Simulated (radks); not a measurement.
The sulfur ion S9+ is in [He] 2s2 2p3. All-electron calculation, scalar-relativistic Kohn-Sham, BLYP, spin-polarised, spherical densities, finite nucleus; Fermi nuclear charge, rms radius of each element as measured or else 0.836 A^(1/3) + 0.57 fm. Program: a radial shooting solver on a logarithmic mesh with Libxc functionals. Open shells are filled with parallel spins first. One electron is removed from 2s, 2p, 1s in turn, with full relaxation. Which removal costs least, and what does each cost?

Answer. 2p 449.39 eV; 2s 472.59 eV; 1s 2801.3 eV. The 2p electron leaves first.
